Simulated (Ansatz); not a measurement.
Cl$_{5}$Ta, charge +1, doublet, geometry from GFN2-xTB (such geometries of metal compounds can be far from the true shape) (the multiplicity is a formal guess) (core potentials on Ta). Base run: HF/def2-SVP run with Ansatz (a first-principles code).

Input for Ansatz:
Ansatz 0.2 input:
```yaml
crystal:
  periodic: [false, false, false]
  atoms:
    - {symbol: Ta, position_ang: [-0.14669196, 0.07679948, -0.00835459]}
    - {symbol: Cl, position_ang: [1.88890779, -0.82626700, 1.17151376]}
    - {symbol: Cl, position_ang: [-1.41439226, 0.47835746, -1.79518920]}
    - {symbol: Cl, position_ang: [0.20010152, 2.10149858, 0.79043870]}
    - {symbol: Cl, position_ang: [1.45554017, -0.99023318, -1.40972975]}
    - {symbol: Cl, position_ang: [-1.50024469, -1.09314185, 1.27884206]}
basis:
  gaussian:
    orbitals: def2-SVP
hamiltonian:
  xc: hf
total_charge: 1
magnetization: {spin_polarized: true, initial_magnetization: 1}
```

The bond that is stretched is that between atoms 5 and 1. A test that says stable can miss a lower solution.

Each row names what was changed in the base input (with any setting that the change needs).

| change | ΔE vs base (mEh) | <S^2> | stability test says |
|---|---|---|---|
| base | 0.000 | 0.770 | minimum |
| spin_polarized = on; lower_state_search = off | 0.000 | 0.770 | undecided (no full test) |
| spin_polarized = on; lower_state_search = standard | 0.000 | 0.770 | minimum |
| bond × 1.25 | 20.563 | 0.760 | minimum |
| spin_polarized = on; lower_state_search = off; bond × 1.25 | 20.563 | 0.760 | undecided (no full test) |
| spin_polarized = on; lower_state_search = standard; bond × 1.25 | 20.563 | 0.760 | minimum |
| bond × 1.5 | 30.898 | 0.756 | minimum |
| spin_polarized = on; lower_state_search = off; bond × 1.5 | 30.898 | 0.756 | undecided (no full test) |
| spin_polarized = on; lower_state_search = standard; bond × 1.5 | 30.898 | 0.756 | minimum |
| bond × 1.8 | 36.446 | 0.756 | minimum |
| spin_polarized = on; lower_state_search = off; bond × 1.8 | 36.446 | 0.756 | undecided (no full test) |
| spin_polarized = on; lower_state_search = standard; bond × 1.8 | 36.446 | 0.756 | minimum |
| bond × 2.2 | 40.434 | 0.755 | minimum |
| spin_polarized = on; lower_state_search = off; bond × 2.2 | 40.673 | 0.755 | undecided (no full test) |
| spin_polarized = on; lower_state_search = standard; bond × 2.2 | 40.434 | 0.755 | minimum |
| bond × 3.0 | 42.965 | 0.755 | minimum |
| spin_polarized = on; lower_state_search = off; bond × 3.0 | 42.965 | 0.755 | undecided (no full test) |
| spin_polarized = on; lower_state_search = standard; bond × 3.0 | 42.965 | 0.755 | minimum |

On stretching, the SCF can end on different states; <S^2> shows the spin contamination of each.
